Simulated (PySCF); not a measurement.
Which determinant of GeSe⁺ lies lowest?

Unrestricted PBE0; PySCF, no relativity, basis sets Ge def2-TZVPPD, Se def2-TZVPPD. Outer shells of the fragments: Ge+ 3d10 4s2 4p1; Se 3d10 4s2 4p4.

Followed along the bond (rough minima from three points):

```
2Ms+1  unpaired  ⟨S²⟩ at the start  R at minimum (Å)  Te (eV)
    2       π ↑               0.76              2.30     0.00
    2       σ ↑               0.76              2.14     0.43
    4     π ↑↑↑               3.76  none in the scan   ≤ 2.03
```

Solutions found at the starting distance of 2.375 Å, counted from the lowest of them; the search is not exhaustive and high or unbound solutions are not listed, so other states can lie among these:

```json
{"2Ms+1": "2", "unpaired": "π ↑", "term": "²Π", "E (eV)": "0.00", "⟨S²⟩": "0.76", "⟨Lz²⟩": "1.02", "μ (D)": "-2.80"}
{"2Ms+1": "2", "unpaired": "σ ↑", "term": "²Σ⁺", "E (eV)": "0.80", "⟨S²⟩": "0.76", "⟨Lz²⟩": "0.00", "μ (D)": "-3.65"}
{"2Ms+1": "4", "unpaired": "π ↑↑↑", "term": "⁴Π", "E (eV)": "2.35", "⟨S²⟩": "3.76", "⟨Lz²⟩": "1.01", "μ (D)": "0.49"}
{"2Ms+1": "4", "unpaired": "σ ↑, π ↑↑", "term": "mixed", "E (eV)": "2.49", "⟨S²⟩": "3.76", "⟨Lz²⟩": "2.01", "μ (D)": "-1.50"}
{"2Ms+1": "2", "unpaired": "π ↑↑↓", "term": "mixed", "E (eV)": "2.78", "⟨S²⟩": "1.76", "⟨Lz²⟩": "3.03", "μ (D)": "0.48"}
{"2Ms+1": "4", "unpaired": "σ ↑, π ↑↑", "term": "mixed", "E (eV)": "2.78", "⟨S²⟩": "3.76", "⟨Lz²⟩": "2.01", "μ (D)": "-1.71"}
{"2Ms+1": "2", "unpaired": "σ ↓, π ↑↑", "term": "mixed", "E (eV)": "3.02", "⟨S²⟩": "1.77", "⟨Lz²⟩": "2.01", "μ (D)": "-1.34"}
{"2Ms+1": "2", "unpaired": "σ ↓, π ↑↑", "term": "mixed", "E (eV)": "3.31", "⟨S²⟩": "1.77", "⟨Lz²⟩": "2.01", "μ (D)": "-1.54"}
{"2Ms+1": "2", "unpaired": "π ↑", "term": "mixed", "E (eV)": "4.23", "⟨S²⟩": "0.75", "⟨Lz²⟩": "3.01", "μ (D)": "0.52"}
{"2Ms+1": "4", "unpaired": "σ ↑, π ↑↑", "term": "⁴Σ⁻", "E (eV)": "5.31", "⟨S²⟩": "3.75", "⟨Lz²⟩": "0.00", "μ (D)": "-0.23"}
{"2Ms+1": "4", "unpaired": "σ ↑↑, π ↑", "term": "⁴Π", "E (eV)": "5.41", "⟨S²⟩": "3.75", "⟨Lz²⟩": "1.02", "μ (D)": "-1.72"}
```

A term symbol is given only where ⟨S²⟩ and ⟨Lz²⟩ are close to those of a pure state; real π, δ and φ orbitals otherwise mix terms. A positive dipole points towards Se; it is taken about the centre of mass and depends on that origin.

Q: Compare the gap between the two lowest followed solutions at the starting distance with the gap between their minima.

A: At PBE0 the second solution (doublet, unpaired electrons σ ↑) lies +0.80 eV from the first (doublet, unpaired electrons π ↑) at 2.375 Å and +0.43 eV at the minima; the two curves relax by different amounts, since their minima lie near 2.14 and 2.30 Å.

Spin–orbit coupling is left out. Counting both spins, an empty level lies below a filled one in some of these solutions, because spin and occupation are held.
